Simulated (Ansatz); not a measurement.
A nudged elastic band was laid between two geometries of C₃H₉B (13 atoms, charge 0, multiplicity 1).

The calculation used RKS PBE-D4/6-31G (Ansatz 0.2.0).

```yaml
movable_images: 2
climbing_image: yes
spring: 5.0 eV/Å²
optimiser: quadratic models (default)
start_path: IDPP
force_threshold: 0.03 eV/Å
iteration_limit: 60
end_points: relaxed
```

Initial state:

```xyz
13
Properties=species:S:1:pos:R:3
C -0.952 1.238 0.812
B 0.523 0.727 0.647
C 0.976 -0.496 -0.234
C -0.105 -1.293 -0.989
H -1.018 2.271 0.408
H -1.209 1.343 1.885
H -1.724 0.624 0.318
H 1.398 1.333 1.237
H 1.568 -1.170 0.427
H 1.745 -0.114 -0.943
H -0.843 -1.727 -0.289
H 0.325 -2.125 -1.575
H -0.662 -0.646 -1.689
```

Final state:

```xyz
13
Properties=species:S:1:pos:R:3
C 0.687 1.640 1.139
B -0.262 0.588 0.459
C 0.281 -0.592 -0.429
C -0.756 -1.529 -1.077
H 0.535 1.623 2.238
H 0.393 2.666 0.834
H 1.763 1.506 0.932
H -1.458 0.699 0.643
H 0.989 -1.174 0.207
H 0.950 -0.151 -1.203
H -1.383 -2.015 -0.309
H -0.284 -2.328 -1.678
H -1.435 -0.967 -1.742
```

(1) Which bonds break or form, and what moves?

(2) What energy profile does the band end with?

(3) What is the geometry of the highest image?

Results:

(1) No bond is made or broken. The dihedral H8–B2–C3–C4 goes from 180 to 2°.

(2) It converged. The highest image is number 1 of 0 to 3, 1.5 kcal/mol above the first end and 1.1 kcal/mol above the last; the last end lies 0.3 kcal/mol above the first. Another band between the same ends (9 images) ends at a top of the same energy, where a vibrational analysis finds 1 clearly imaginary mode. So few images can step over the top or miss a turn of the path. Limits of this set-up: no polarisation functions.

| image | path coordinate (Å) | energy (kcal/mol) | dihedral H8–B2–C3–C4 (°) |
| --- | --- | --- | --- |
| 0 | 0.00 | 0.0 | 180 |
| 1 | 2.42 | 1.5 | 116 |
| 2 | 4.63 | 1.1 | 57 |
| 3 | 6.85 | 0.3 | 2 |

(3) 
```xyz
13
Properties=species:S:1:pos:R:3
C -0.752 1.582 0.366
B 0.442 0.622 0.719
C 0.944 -0.497 -0.276
C -0.162 -1.563 -0.535
H -0.375 2.627 0.358
H -1.519 1.570 1.166
H -1.245 1.387 -0.602
H 0.972 0.764 1.802
H 1.867 -0.997 0.068
H 1.183 -0.013 -1.249
H -0.423 -2.105 0.392
H 0.174 -2.312 -1.273
H -1.086 -1.098 -0.921
```

The run took 30 s on 1 thread of Arm Neoverse V2, with other jobs on the host, peak memory 0.11 GiB.
